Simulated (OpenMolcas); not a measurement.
Pd2+ with its 6 nearest fluoride ions, on the Cd site of idealised cubic KCdF3 (a = 4.302 Å, distance in the model lattice 2.151 Å). The rest of the host is ab initio model potentials to 7.6 Å, with orthogonalisation functions on the cations behind the ligands, and point charges beyond; the distance is set by hand and nothing relaxes. Ligand basis ANO-RCC-VDZP.

```yaml
Program: OpenMolcas
Method: CASSCF
Basis: ANO-RCC-VTZP [7s6p4d2f1g]
Scalar_Hamiltonian: DKH2, point nucleus
Active_space: 8 electrons in 5 orbitals (4d)
State_averaging: 2S+1 = 3 even, 10 roots; 2S+1 = 1 even, 15 roots
Spin-orbit_coupling: RASSI with atomic mean-field integrals over the reference wave functions
```

All ligands move together. At R = 2.151 Å |10Dq| is 11845 cm-1, and at R = 2.163 Å it is 11491 cm-1.

Task: A third run gives 11290 cm-1. What distance was it run at?

Result: With a power law R^-n the two known points give n = -ln(11491 / 11845) / ln(2.163 / 2.151) = 5.45. Then R = 2.151 × (11845 / 11290)^(1/5.45) = 2.170 Å. The run was at 2.17 Å, so the estimate is off by 0 Å.

Without dynamic correlation the repulsion within the d shell is too large (B by tens of per cent), so at a given field states of lower spin stand too high. Real 4d8 and 5d8 ions are as a rule square planar and diamagnetic. With metal d orbitals alone the field can be off either way by tens of per cent. Ligand-to-metal charge-transfer states are missing. With no ligand orbital active B as a rule stays too high, so bands that hang on it stand too high and its fall with covalency is understated. No measured value stands beside these numbers; the geometry was set by hand and not optimised.
